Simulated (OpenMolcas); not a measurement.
Cu3+, Ag3+, Au3+: d8 down the group

- Program: OpenMolcas
- Method: SS-CASPT2, IPEA 0.25 Eh, imaginary shift 0.1 Eh
- Basis: ANO-RCC-VTZP
- Scalar Hamiltonian: DKH2, point nucleus
- Spin-orbit coupling: state interaction with AMFI integrals over the reference wave functions, term energies averaged over their components

Active space for each ion: 8 electrons in 5 orbitals (d); closed shells correlated by CASPT2: Cu3+ 3s 3p; Ag3+ 4s 4p; Au3+ 5s 5p.

Computed levels in cm-1 above 3F4:

```json
{"Level": "3F3", "Cu3+": "1823", "Ag3+": "3980", "Au3+": "12500"}
{"Level": "3P2", "Cu3+": "20090", "Ag3+": "12170", "Au3+": "19090"}
{"Level": "3P1", "Cu3+": "20510", "Ag3+": "16410", "Au3+": "23090"}
{"Level": "3P0", "Cu3+": "20850", "Ag3+": "16660", "Au3+": "19660"}
{"Level": "1G4", "Cu3+": "27510", "Ag3+": "21330", "Au3+": "26710"}
{"Level": "1S0", "Cu3+": "62350", "Ag3+": "48430", "Au3+": "56340"}
{"Level": "weight of 3F in the lowest level (%)", "Cu3+": "100", "Ag3+": "99", "Au3+": "95"}
```

Mixed levels, with the weight of the term that names them: Ag3+ 3P2 (52 %), Au3+ 3P2 (52 %).

Measured, with the error of the calculation in %. Measured levels: Cu3+ from Sugar and Musgrove, J. Phys. Chem. Ref. Data 19, 527 (1990); Ag3+ from the list in Gamrath, thesis, University of Mons (2023); Au3+ from Zainab et al., Astrophys. J. Suppl. Ser. 267, 12 (2023).

| Level | Cu3+ | Ag3+ | Au3+ |
| --- | --- | --- | --- |
| 3F3 | 1861 (-2.1) | 4172 (-4.6) | 12294 (+1.7) |
| 3P2 | 19697 (+2.0) |  |  |
| 3P1 | 20097 (+2.1) | 15900 (+3.2) | 21490 (+7.4) |
| 3P0 | 20423 (+2.1) | 16092 (+3.5) | 18185 (+8.1) |
| 1G4 | 26913 (+2.2) | 20570 (+3.7) | 25702 (+3.9) |
| 1S0 | 61456 (+1.5) | 47139 (+2.7) | 55278 (+1.9) |

The fine-structure level 3F3 changes by a factor of 6.86 from Cu3+ to Au3+.

Without spin-orbit coupling 3P lies 18690, 12430, 10590 cm-1 above 3F in that order; the difference to the level 3P2, of either sign, comes from spin-orbit coupling, which also lowers the zero.

CASPT2 breaks the degeneracy within a term, and the mean is taken; among the terms shown or strongly mixed into the levels shown the widest spread is 930 cm-1 (3d8 1G, Cu3+). Terms from blocks run as CI alone lack orbitals of their own. Measured partners are found by configuration, term and J. A level has none where our copy of the source lacks it or the pairing is in doubt (some pairs that miss far off the trend of their configuration count as doubtful), and it then counts in no deviation. Only configurations of the active space appear.
